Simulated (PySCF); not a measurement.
ClSi, neutral, multiplicity 2. Atoms are numbered in the order given.

```xyz
2

Si     0.0000     0.0000    -1.1432
Cl     0.0000     0.0000     0.9414
```
Charge 0, spin multiplicity 2.

The structure is a stationary point at B3LYP-D3(BJ)/def2-TZVPD.

Computed with B3LYP-D3(BJ)/def2-TZVPD run with PySCF.

Frequencies are harmonic and unscaled.

| mode | ν (cm⁻¹) | IR (km/mol) | moving atoms (share of kinetic energy) |
|---|---|---|---|
| 1 | 508 | 103.7 | Si 56 %, Cl 44 % |
